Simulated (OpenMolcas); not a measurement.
Nd3+ among 6 point charges of -1 e arranged as a trigonal prism (D3h), with a polar angle of 50.1° against the regular 49.1°.

```json
{
 "Program": "OpenMolcas",
 "Method": "CASSCF",
 "Basis": "ANO-RCC-VDZP [7s6p4d2f1g]",
 "Scalar Hamiltonian": "DKH2, point nucleus",
 "Active space": "3 electrons in 7 orbitals (4f)",
 "State averaging": "2S+1 = 4 odd, 35 roots; 2S+1 = 2 odd, 89 roots kept (CI in the orbitals of an earlier block)",
 "Spin-orbit coupling": "state interaction with AMFI integrals over the reference wave functions"
}
```

All point charges move together. At R = 2.61 Å the width of the lowest J multiplet is 143 cm-1, and at R = 2.83 Å it is 113 cm-1.

Task: A third run gives 188 cm-1. What distance was it run at?

Result: With a power law R^-n the two known points give n = -ln(113 / 143) / ln(2.83 / 2.61) = 2.91. Then R = 2.61 × (143 / 188)^(1/2.91) = 2.376 Å. The run was at 2.38 Å, so the estimate is off by -0.004 Å.

High states are left out of the spin-orbit mixing, which shifts the levels that they would mix with. This is an electrostatic model: the charges have no orbitals. An unlabelled pair can be two single states that coincide in this model. No measured value stands beside these numbers.
